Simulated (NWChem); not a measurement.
# WOF3, doublet; SMILES [O]=[W]([F])([F])[F]

This spin state was assumed; another may lie lower. def2 effective core potentials on W; no spin-orbit coupling.

Problem. Give the equilibrium geometry at PBE0/def2-SVP with def2 effective core potentials on W, spin-unrestricted (NWChem) as a Z-matrix, with the point group.

Solution. point group Cs; any orientation.
```
W
O 1 1.6889
F 1 1.8511 2 102.24
F 1 1.8511 2 102.23 3 139.50
F 1 1.8784 2 131.20 4 110.22
```
